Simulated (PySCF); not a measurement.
Coordinates in bohr (charge 0 multiplicity 1):
```
Se   -0.7570    0.0000   -0.7590
O    -3.7719    0.0000   -1.1637
Cl   -0.5070    0.0000    3.3050
Cl    3.9617    0.0000   -1.0377
```

Level of theory: PBE0/[Se def2-TZVP, O def2-TZVP, Cl def2-TZVP], no relativity, density fitting, PySCF.

This geometry of SeOCl2 is a stationary point at this level.

Question: What is the point group?

Answer: Cs.

Question: Is it a minimum?

Answer: No: it has 1 imaginary mode, at 349i cm⁻¹ (a'').

Question: List the harmonic modes with their infrared intensities.

Answer: 
| symmetry | ω (cm⁻¹) | IR (km/mol) | type |
| --- | --- | --- | --- |
| a'' | 349i | – | bend |
| a' | 107 | 4.4 | bend |
| a' | 245 | 20.4 | mixed |
| a' | 249 | 33.2 | mixed |
| a' | 413 | 66.6 | stretch |
| a' | 974 | 137 | stretch |

Question: Give the atomic charges and bond orders.

Answer: 
```csv
atom,Mulliken,Löwdin,polar tensor,Mayer order to Se1
Se1,0.79,0.40,1.49,–
O2,-0.34,-0.27,-0.57,1.80
Cl3,-0.08,0.12,-0.38,1.12
Cl4,-0.37,-0.25,-0.54,0.82
```

Other isomers or separated fragments may lie lower. At this level a singlet minimum of Cs symmetry lies 191 kJ/mol below this structure.
